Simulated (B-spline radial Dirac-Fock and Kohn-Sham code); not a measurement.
**Electron momentum distribution of Lu⁶⁶⁺: Compton profiles**

System: lutetium as Lu⁶⁶⁺, [He] 2s2 2p1.

Calculated with a radial atomic solver, using the impulse approximation on Dirac-Fock orbitals of the configuration average with a finite nucleus. pz is in atomic units of momentum; subshell profiles are per electron, for a selection of subshells; open shells are spread over both j values by their weights.

```csv
pz,J total,J 1s1/2,J 2p1/2,J 2p3/2
0,0.1121,0.0107,0.0177,0.0193
0.8,0.1118,0.0106,0.0177,0.0193
1,0.1117,0.0106,0.0177,0.0193
1.2,0.1115,0.0106,0.0177,0.0193
1.4,0.1113,0.0106,0.0177,0.0193
1.6,0.1111,0.0106,0.0177,0.0193
1.8,0.1108,0.0106,0.0177,0.0193
2,0.1105,0.0106,0.0177,0.0193
2.5,0.1096,0.0106,0.0177,0.0193
3,0.1086,0.0106,0.0177,0.0192
4,0.1060,0.0106,0.0177,0.0192
5,0.1028,0.0105,0.0176,0.0192
7,0.09485,0.0104,0.0175,0.0190
10,0.08081,0.0101,0.0170,0.0183
15,0.05759,0.00951,0.0151,0.0159
20,0.04009,0.00873,0.0123,0.0123
30,0.02237,0.00696,0.00646,0.00581
40,0.01495,0.00523,0.00292,0.00233
60,0.007200,0.00268,0.000585,0.000368
100,0.001720,0.000686,4.48e-05,1.84e-05
```

J(0) = 0.1121. The 2s1/2 subshell gives the largest part, 64 %.

Mean momentum ⟨p⟩ by subshell (a.u.): 1s1/2 72.7, 2s1/2 27.3, 2p1/2 35.8, 2p3/2 32.2.
